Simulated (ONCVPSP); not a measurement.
**Zr (Z = 40), ONCV: configuration errors across variants**

- Element: Zr (Z = 40)
- Generator: ONCVPSP 4.0.1
- Type: optimised norm-conserving Vanderbilt (ONCV)
- Functional: PBEsol
- Relativity: scalar-relativistic
- Frozen core: [Ar] 3d10
- Valence charge: 12
- Reference configuration: 4s2 4p6 4d2 5s2
- Partial waves: 4s+5s: rc 1.90 bohr, ncon 4, nbas 8, qcut 5 1/bohr, 3 projectors, debl 1.5 Ha; 4p: rc 2.00 bohr, ncon 5, nbas 9, qcut 6.8 1/bohr, 3 projectors, debl 0.5 Ha; 4d: rc 2.40 bohr, ncon 5, nbas 9, qcut 6.8 1/bohr, 2 projectors, debl 1.2 Ha
- Local potential: polynomial inside 1.20 bohr (lpopt 4, dvloc0 -1 Ha)
- Core correction: Teter function, fcfact 5.75, rcfact 1.25

In the p channel the program set the typed energies aside and used -1.192, 0.250, 0.750 Ha.

All-electron excitation energies from the reference (eV): (1) 4s2 4p6 4d2 5s1 7.171; (2) 4s2 4p6 4d2 5s0 20.081; (3) 4s2 4p6 4d1 5s0 42.666; (4) 4s2 4p6 4d2 5s0 5p2 6.266.

Errors AE − PS in meV (a dash: test not solved or not reliable):

```json
{"change": "base", "(1)": "-1.9", "(2)": "-8.7", "(3)": "-0.8", "(4)": "-3.5", "bound ghosts": "none", "GHOST(+) flags above zero": "s"}
{"change": "d: rc 1.64", "(1)": "-1.9", "(2)": "-8.7", "(3)": "-3.0", "(4)": "-3.5", "bound ghosts": "none", "GHOST(+) flags above zero": "s"}
{"change": "d: rc 1.98", "(1)": "-1.9", "(2)": "-8.7", "(3)": "-2.8", "(4)": "-3.5", "bound ghosts": "none", "GHOST(+) flags above zero": "s"}
{"change": "d: rc 2.12", "(1)": "-1.9", "(2)": "-8.8", "(3)": "-2.5", "(4)": "-3.5", "bound ghosts": "none", "GHOST(+) flags above zero": "s"}
{"change": "d: rc 2.48", "(1)": "-1.9", "(2)": "-8.7", "(3)": "-0.6", "(4)": "-3.5", "bound ghosts": "none", "GHOST(+) flags above zero": "s"}
{"change": "d: rc 2.92", "(1)": "-1.8", "(2)": "-8.5", "(3)": "+7.1", "(4)": "-3.4", "bound ghosts": "none", "GHOST(+) flags above zero": "s"}
{"change": "d: rc 3.3", "(1)": "-1.5", "(2)": "-8.8", "(3)": "+24", "(4)": "-3.5", "bound ghosts": "none", "GHOST(+) flags above zero": "s"}
{"change": "d: rc 3.4", "(1)": "-1.5", "(2)": "-9.1", "(3)": "+29", "(4)": "-3.6", "bound ghosts": "none", "GHOST(+) flags above zero": "s"}
```

Problem. Give the same row for: d: rc 2.78.

Solution. -1.8, -8.6, +3.9, -3.4; bound ghosts: none; GHOST(+) flags above zero: s.
